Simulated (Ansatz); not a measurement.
# Nudged elastic band run: AlClH4OSi

Input file:

```yaml
crystal:
  periodic: [false, false, false]
  atoms:
    - { symbol: Al, position_ang: [0.249412, -0.092764, 0.518575] }
    - { symbol: H, position_ang: [0.676763, 0.274033, 1.98539] }
    - { symbol: Cl, position_ang: [1.601374, 0.156045, -1.068085] }
    - { symbol: O, position_ang: [-1.295499, -0.69007, 0.187954] }
    - { symbol: Si, position_ang: [-2.520551, -1.266952, -0.751292] }
    - { symbol: H, position_ang: [-3.003721, -2.561579, -0.197472] }
    - { symbol: H, position_ang: [-3.64691, -0.293472, -0.758778] }
    - { symbol: H, position_ang: [-2.067168, -1.48554, -2.153991] }
basis:
  gaussian: { orbitals: "6-31G*" }
hamiltonian:
  xc: pbe0
  dispersion: d4
neb:
  order_check: false
  images: 5
  f_tol: 0.05
  max_iterations: 60
  final_atoms:
    - { symbol: Al, position_ang: [-0.17466489, -0.21609905, 0.11544135] }
    - { symbol: H, position_ang: [2.21520235, 0.64077599, 0.8749754] }
    - { symbol: Cl, position_ang: [3.40260736, 1.03381578, 1.23386103] }
    - { symbol: O, position_ang: [-1.67035325, -0.85660854, -0.39732003] }
    - { symbol: Si, position_ang: [-3.10839288, -1.49152199, -0.8987948] }
    - { symbol: H, position_ang: [-3.41601016, -2.7335969, -0.13716759] }
    - { symbol: H, position_ang: [-4.2085227, -0.51221639, -0.6798769] }
    - { symbol: H, position_ang: [-3.04616582, -1.8248479, -2.34881746] }
  initial_path:
    images:
      - { positions_ang: [[0.249412, -0.092764, 0.518575], [0.676763, 0.274033, 1.98539], [1.601374, 0.156045, -1.068085], [-1.295499, -0.69007, 0.187954], [-2.520551, -1.266952, -0.751292], [-3.003721, -2.561579, -0.197472], [-3.64691, -0.293472, -0.758778], [-2.067168, -1.48554, -2.153991]] }
      - { positions_ang: [[0.1603477, -0.05756978, 0.35952973], [0.76040412, 0.14634223, 1.83056414], [1.86424424, 0.12425789, -0.59018631], [-1.39203135, -0.44424665, -0.1418844], [-2.57700935, -1.25055819, -0.77883897], [-2.74372533, -2.47249271, -0.11992532], [-3.76079567, -0.44325878, -0.62768903], [-2.31773435, -1.56277301, -2.16926884]] }
      - { positions_ang: [[0.07128339, -0.02237557, 0.20048446], [0.84404525, 0.01865145, 1.67573828], [2.12711448, 0.09247079, -0.11228762], [-1.4885637, -0.1984233, -0.4717228], [-2.6334677, -1.23416438, -0.80638594], [-2.48372967, -2.38340641, -0.04237863], [-3.87468135, -0.59304556, -0.49660007], [-2.5683007, -1.64000602, -2.18454667]] }
      - { positions_ang: [[-0.01778091, 0.01281865, 0.04143918], [0.92768637, -0.10903932, 1.52091242], [2.38998472, 0.06068368, 0.36561107], [-1.58509605, 0.04740005, -0.8015612], [-2.68992606, -1.21777057, -0.83393291], [-2.223734, -2.29432012, 0.03516805], [-3.98856702, -0.74283235, -0.3655111], [-2.81886706, -1.71723902, -2.19982451]] }
      - { positions_ang: [[-0.07007557, -0.06348725, 0.06610657], [1.35685836, 0.14089911, 1.30560008], [2.7275256, 0.38506105, 0.65502772], [-1.61351511, -0.25393615, -0.66681414], [-2.829415, -1.30902104, -0.85555354], [-2.62115938, -2.44074571, -0.02227716], [-4.06188558, -0.66596036, -0.4702997], [-2.89463331, -1.75310865, -2.24948882]] }
      - { positions_ang: [[-0.12237023, -0.13979315, 0.09077396], [1.78603036, 0.39083755, 1.09028774], [3.06506648, 0.70943841, 0.94444437], [-1.64193418, -0.55527234, -0.53206709], [-2.96890394, -1.40027152, -0.87717417], [-3.01858477, -2.58717131, -0.07972238], [-4.13520414, -0.58908837, -0.5750883], [-2.97039956, -1.78897827, -2.29915314]] }
      - { positions_ang: [[-0.17466489, -0.21609905, 0.11544135], [2.21520235, 0.64077599, 0.8749754], [3.40260736, 1.03381578, 1.23386103], [-1.67035325, -0.85660854, -0.39732003], [-3.10839288, -1.49152199, -0.8987948], [-3.41601016, -2.7335969, -0.13716759], [-4.2085227, -0.51221639, -0.6798769], [-3.04616582, -1.8248479, -2.34881746]] }
```

Launched with:

```bash
$ ansatz run input.yaml --threads 1 --pin off --max-ram 2048MiB --backend cpu --events-out ev --progress --plain --runs-dir out
```

Output, in part (warnings, iteration lines, the closing report on the highest movable image, with atoms numbered from 0):

```
NEB end point (image 0): max|allowed force component| = 2.020e-2 eV/Å (the criterion of neb.relax_end_points is 1.000e-2)
NEB end point (image 6): max|allowed force component| = 2.333e-2 eV/Å (the criterion of neb.relax_end_points is 1.000e-2)
NEB iter   1: max|band force component| = 3.005e0 eV/Å  barrier→ = 3.4489 eV  barrier← = 1.2650 eV  Δτ_max = 0.2000 Å  (176 SCF iters)
NEB iter   2: max|band force component| = 1.543e0 eV/Å  barrier→ = 3.1563 eV  barrier← = 0.9725 eV  Δτ_max = 0.1978 Å  (142 SCF iters)
NEB iter   3: max|band force component| = 1.949e0 eV/Å  barrier→ = 3.2284 eV  barrier← = 1.0445 eV  Δτ_max = 0.1001 Å  (139 SCF iters)
NEB iter   4: max|band force component| = 5.619e-1 eV/Å  barrier→ = 3.1772 eV  barrier← = 0.9934 eV  Δτ_max = 0.2000 Å  (139 SCF iters)
NEB iter   5: max|band force component| = 7.696e-1 eV/Å  barrier→ = 3.2433 eV  barrier← = 1.0594 eV  CI = image 3  Δτ_max = 0.1916 Å  (140 SCF iters)
NEB iter   6: max|band force component| = 4.168e-1 eV/Å  barrier→ = 3.2445 eV  barrier← = 1.0607 eV  CI = image 3  Δτ_max = 0.1961 Å  (138 SCF iters)
NEB iter   7: max|band force component| = 5.735e-1 eV/Å  barrier→ = 3.1570 eV  barrier← = 0.9732 eV  CI = image 3  Δτ_max = 0.1005 Å  (134 SCF iters)
NEB iter   8: max|band force component| = 3.954e-1 eV/Å  barrier→ = 3.1241 eV  barrier← = 0.9402 eV  CI = image 3  Δτ_max = 0.2000 Å  (135 SCF iters)
NEB iter   9: max|band force component| = 2.711e-1 eV/Å  barrier→ = 3.0800 eV  barrier← = 0.8962 eV  CI = image 3  Δτ_max = 0.1999 Å  (139 SCF iters)
NEB iter  10: max|band force component| = 2.762e-1 eV/Å  barrier→ = 3.0648 eV  barrier← = 0.8809 eV  CI = image 3  Δτ_max = 0.1009 Å  (134 SCF iters)
NEB iter  11: max|band force component| = 2.178e-1 eV/Å  barrier→ = 3.0634 eV  barrier← = 0.8795 eV  CI = image 3  Δτ_max = 0.0995 Å  (130 SCF iters)
NEB iter  12: max|band force component| = 4.929e-1 eV/Å  barrier→ = 3.0609 eV  barrier← = 0.8771 eV  CI = image 3  Δτ_max = 0.0501 Å  (138 SCF iters)
NEB iter  13: max|band force component| = 2.540e-1 eV/Å  barrier→ = 3.0588 eV  barrier← = 0.8749 eV  CI = image 3  Δτ_max = 0.0501 Å  (134 SCF iters)
NEB iter  14: max|band force component| = 1.209e-1 eV/Å  barrier→ = 3.0553 eV  barrier← = 0.8714 eV  CI = image 3  Δτ_max = 0.0501 Å  (132 SCF iters)
NEB iter  15: max|band force component| = 1.012e-1 eV/Å  barrier→ = 3.0522 eV  barrier← = 0.8684 eV  CI = image 3  Δτ_max = 0.0500 Å  (136 SCF iters)
NEB iter  16: max|band force component| = 6.887e-2 eV/Å  barrier→ = 3.0501 eV  barrier← = 0.8662 eV  CI = image 3  Δτ_max = 0.0499 Å  (136 SCF iters)
NEB iter  17: max|band force component| = 5.591e-2 eV/Å  barrier→ = 3.0481 eV  barrier← = 0.8643 eV  CI = image 3  Δτ_max = 0.0467 Å  (133 SCF iters)
NEB iter  18: max|band force component| = 6.050e-2 eV/Å  barrier→ = 3.0465 eV  barrier← = 0.8626 eV  CI = image 3  Δτ_max = 0.0235 Å  (132 SCF iters)
NEB iter  19: max|band force component| = 1.280e-1 eV/Å  barrier→ = 3.0454 eV  barrier← = 0.8615 eV  CI = image 3  Δτ_max = 0.0117 Å  (132 SCF iters)
NEB iter  20: max|band force component| = 3.531e-2 eV/Å  barrier→ = 3.0449 eV  barrier← = 0.8610 eV  CI = image 3  Δτ_max = 0.0234 Å  (117 SCF iters)
NEB iter  21: max|band force component| = 4.814e-2 eV/Å  barrier→ = 3.0441 eV  barrier← = 0.8602 eV  CI = image 3  Δτ_max = 0.0349 Å  (29 SCF iters)
NEB iter  22: max|band force component| = 1.114e-1 eV/Å  barrier→ = 3.0435 eV  barrier← = 0.8596 eV  CI = image 3  Δτ_max = 0.0175 Å  (29 SCF iters)
NEB iter  23: max|band force component| = 1.165e-1 eV/Å  barrier→ = 3.0425 eV  barrier← = 0.8587 eV  CI = image 3  Δτ_max = 0.0175 Å  (125 SCF iters)
NEB iter  24: max|band force component| = 1.052e-1 eV/Å  barrier→ = 3.0422 eV  barrier← = 0.8583 eV  CI = image 3  Δτ_max = 0.0350 Å  (125 SCF iters)
NEB iter  25: max|band force component| = 6.307e-2 eV/Å  barrier→ = 3.0419 eV  barrier← = 0.8581 eV  CI = image 3  Δτ_max = 0.0332 Å  (124 SCF iters)
NEB iter  26: max|band force component| = 2.711e-2 eV/Å  barrier→ = 3.0417 eV  barrier← = 0.8579 eV  CI = image 3  Δτ_max = 0.0107 Å  (123 SCF iters)
NEB iter  27: max|band force component| = 3.989e-2 eV/Å  barrier→ = 3.0415 eV  barrier← = 0.8577 eV  CI = image 3  Δτ_max = 0.0000 Å  (154 SCF iters)
Total energy: -29096.28099240 eV, -1069.2686043030 hartree
Atom 0 at    -0.271919     0.297545     0.895066 Å, force     0.002542    -0.001809    -0.002358 eV/Å
Atom 1 at     1.406098     0.585775     1.042068 Å, force     0.003702    -0.001499    -0.002380 eV/Å
Atom 2 at     1.968319    -0.363522    -0.210965 Å, force    -0.000873     0.000189     0.000014 eV/Å
Atom 3 at    -1.559998    -0.463435     0.113401 Å, force    -0.010181     0.008207     0.011668 eV/Å
Atom 4 at    -2.636093    -1.311108    -0.810202 Å, force     0.003069    -0.004445    -0.005840 eV/Å
Atom 5 at    -2.730652    -2.712342    -0.318137 Å, force     0.000377    -0.000104    -0.000115 eV/Å
Atom 6 at    -3.977565    -0.673208    -0.714975 Å, force    -0.000138    -0.001061    -0.001290 eV/Å
Atom 7 at    -2.204491    -1.320004    -2.233955 Å, force     0.001503     0.000523     0.000300 eV/Å
Dipole moment:    -0.498882     0.133204     0.228004 e Å
```

The forces met the threshold. The band force fell under the threshold earlier too, but the program's further tests of the path sent the band on. Neighbouring images differ by up to 2.4 eV, so the band resolves the path poorly. A vibrational analysis at the climbing image gives one clearly imaginary mode, 1038i cm⁻¹: a first-order saddle point. The orbitals stay closed-shell, which can raise the energy where a bond breaks towards radicals; this wasn't checked here.

Final band (atoms are numbered from 1 in the order of the input):

```csv
image,path coordinate (Å),energy (kJ/mol),Al1–H2 (Å),Al1–Cl3 (Å),H2–Cl3 (Å)
0,0.00,0.0,1.57,2.10,3.19
1,0.91,0.3,1.57,2.10,3.19
2,1.83,63.1,1.55,2.14,2.55
3,2.74,293.5,1.71,2.58,1.67
4,4.04,216.2,2.55,3.72,1.30
5,5.34,212.3,2.61,3.89,1.30
6,6.64,210.7,2.65,3.95,1.30
```

The run took 7.7 min on 1 thread of Arm Neoverse V1, on a shared host, peak memory 0.19 GiB.
